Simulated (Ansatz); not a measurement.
`BB1CO1` + CH₃SH → `BSC` + `B1CO1` at 298.15 K and 1 bar (cleavage of the B–B bond).

Computed with Ansatz on PBE0-D4/def2-TZVP structures; ΔE is electronic, products minus reactants. CCSD(T)/CBS is the MP2 limit (def2-TZVPP, def2-QZVPP) plus CCSD(T) − MP2 in def2-TZVPP, frozen cores. This one scheme is used for every species.

```json
{"species": "`BB1CO1`", "CCSD(T)/CBS energy (Eh)": "-165.17216", "H − E (kJ/mol)": "157.1", "S (J/(mol·K))": "284.8"}
{"species": "CH₃SH", "CCSD(T)/CBS energy (Eh)": "-438.22835", "H − E (kJ/mol)": "133.0", "S (J/(mol·K))": "253.2"}
{"species": "`BSC`", "CCSD(T)/CBS energy (Eh)": "-463.64092", "H − E (kJ/mol)": "171.9", "S (J/(mol·K))": "287.7"}
{"species": "`B1CO1`", "CCSD(T)/CBS energy (Eh)": "-139.80191", "H − E (kJ/mol)": "122.0", "S (J/(mol·K))": "247.7"}
```

H − E and S are ideal-gas, rigid-rotor, harmonic terms from PBE0-D4/def2-TZVP. 1 Eh = 2625.50 kJ/mol, R = 8.31446 J/(mol·K).

Q: By hand: ΔE, ΔH, ΔS and ΔG.

A: ΔE = (-463.64092) + (-139.80191) − (-165.17216) − (-438.22835) = -0.04232 Eh = -111.1 kJ/mol. Δ(H − E) = 171.9 + 122.0 − 157.1 − 133.0 = 3.8, so ΔH = -107.3 kJ/mol. ΔS = 287.7 + 247.7 − 284.8 − 253.2 = -2.6 J/(mol·K). ΔG = -107.3 − 298.15 × (-2.6)/1000 = -106.5 kJ/mol.

Q: By hand: the equilibrium constant, and the temperature at which ΔG would vanish if ΔH and ΔS stayed fixed.

A: log₁₀ K = −ΔG/(RT ln 10) = 18.7. ΔG = 0 at ΔH/ΔS = 41269 K, far beyond where these terms or the molecules hold.

The number of gas molecules stays the same, so ΔS is small and ΔH decides. A doubt of 5 kJ/mol in ΔE shifts log₁₀ K by 0.9 here. These are equilibria of isolated gas molecules and say nothing of rates. Largest T1 diagnostic: 0.016 (customary marks: 0.02 for closed shells, 0.045 for open ones).
